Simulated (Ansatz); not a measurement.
Start from `CB(C)C[SiH3]` and change one atom or group to get `CB(N)C[SiH3]`.

Ansatz, PBE0-D4/def2-TZVP geometries, multiplicity 1. Each molecule was computed in one conformer, which needn't be the lowest.

```csv
property,`CB(C)C[SiH3]`
HOMO energy (PBE0/def2-TZVPP) / eV,-8.41
HOMO energy (PBE/def2-TZVPP) / eV,-7.11
zero-point energy (PBE0-D4/def2-TZVP) / kJ/mol,338.6
HOMO–LUMO gap (B3LYP/def2-TZVPP) / eV,7.60
HOMO energy (B3LYP/def2-TZVPP) / eV,-8.21
"ideal-gas entropy at 298 K and 1 bar (rigid rotor, harmonic PBE0-D4/def2-TZVP) / J/(mol·K)",383
```

What does the change do to each property? (Estimate.)

Ansatz gave: 
| property | `CB(N)C[SiH3]` | shift |
| --- | --- | --- |
| HOMO energy (PBE0/def2-TZVPP) / eV | -7.97 | 0.44 |
| HOMO energy (PBE/def2-TZVPP) / eV | -6.64 | 0.47 |
| zero-point energy (PBE0-D4/def2-TZVP) / kJ/mol | 316.8 | -21.8 |
| HOMO–LUMO gap (B3LYP/def2-TZVPP) / eV | 8.00 | 0.40 |
| HOMO energy (B3LYP/def2-TZVPP) / eV | -7.74 | 0.47 |
| ideal-gas entropy at 298 K and 1 bar (rigid rotor, harmonic PBE0-D4/def2-TZVP) / J/(mol·K) | 366 | -17 |

With PBE0 the HOMO rises by 0.44 eV and the LUMO rises by 0.96 eV, so the gap widens by about 0.52 eV. PBE moves the HOMO by 0.47 eV and ωB97M-V by 0.37 eV. The zero-point energy changes by -21.8 kJ/mol with -3 modes. Modes under 60 cm⁻¹, often nearly free rotors, make the harmonic entropy too high.

B3LYP here is the variant with VWN-RPA as its local correlation; programs differ in this.
